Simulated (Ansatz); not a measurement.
Geometry optimisation, Ansatz, RKS PBE-D4/def2-SVP.

The input (input.yaml):

```yaml
crystal:
  periodic: [false, false, false]
  atoms:
    - { symbol: Si, position_ang: [0.0, 0.0, 0.0] }
    - { symbol: F, position_ang: [0.0, 0.0, 1.59] }
    - { symbol: H, position_ang: [1.3768, 0.0, -0.4862] }
    - { symbol: H, position_ang: [-0.6877, 1.1914, -0.4862] }
    - { symbol: O, position_ang: [-0.7913, -1.3709, -0.5594] }
    - { symbol: C, position_ang: [-1.5365, -2.2685, 0.2501] }
    - { symbol: H, position_ang: [-1.2251, -2.1576, 1.3097] }
    - { symbol: H, position_ang: [-2.6187, -2.04, 0.1571] }
    - { symbol: H, position_ang: [-1.349, -3.3106, -0.083] }
basis:
  gaussian: { orbitals: def2-SVP }
hamiltonian:
  xc: pbe
  dispersion: d4
relax:
  f_tol: 0.02
  max_steps: 40
```

Run as:

```bash
$ ansatz run input.yaml --threads 1 --pin off --max-ram 2048MiB --backend cpu --events-out ev --progress --plain --runs-dir out
```

Question: Where does it end, and by what steps?

Answer: The forces met the threshold. After 12 steps the energy has fallen by 0.180 eV; O5 moved furthest, 0.69 Å.

```json
{"step": "0", "energy less start (eV)": "0.0000", "largest force component (eV/Å)": "1.761", "accepted": "yes"}
{"step": "1", "energy less start (eV)": "-0.0771", "largest force component (eV/Å)": "1.077", "accepted": "yes"}
{"step": "2", "energy less start (eV)": "-0.1018", "largest force component (eV/Å)": "0.189", "accepted": "yes"}
{"step": "3", "energy less start (eV)": "-0.1216", "largest force component (eV/Å)": "0.496", "accepted": "yes"}
{"step": "4", "energy less start (eV)": "-0.1507", "largest force component (eV/Å)": "0.371", "accepted": "yes"}
{"step": "5", "energy less start (eV)": "-0.1712", "largest force component (eV/Å)": "0.118", "accepted": "yes"}
{"step": "6", "energy less start (eV)": "-0.1742", "largest force component (eV/Å)": "0.039", "accepted": "yes"}
{"step": "7", "energy less start (eV)": "-0.1754", "largest force component (eV/Å)": "0.222", "accepted": "yes"}
{"step": "8", "energy less start (eV)": "-0.1774", "largest force component (eV/Å)": "0.071", "accepted": "yes"}
{"step": "9", "energy less start (eV)": "-0.1786", "largest force component (eV/Å)": "0.060", "accepted": "yes"}
{"step": "10", "energy less start (eV)": "-0.1793", "largest force component (eV/Å)": "0.066", "accepted": "yes"}
{"step": "11", "energy less start (eV)": "-0.1796", "largest force component (eV/Å)": "0.032", "accepted": "yes"}
{"step": "12", "energy less start (eV)": "-0.1798", "largest force component (eV/Å)": "0.014", "accepted": "yes"}
```

```xyz
9
Properties=species:S:1:pos:R:3
Si 0.060 -0.050 0.026
F 0.320 0.321 1.601
H 1.330 0.161 -0.728
H -1.085 0.812 -0.426
O -0.314 -1.658 -0.151
C -1.534 -2.253 0.261
H -1.550 -2.428 1.359
H -2.419 -1.629 -0.003
H -1.640 -3.233 -0.247
```

Whether the end is a true minimum wasn't checked by a vibrational analysis.

The run took 31 s on 1 thread of Arm Neoverse V2 (shared host), peak memory 0.14 GiB.
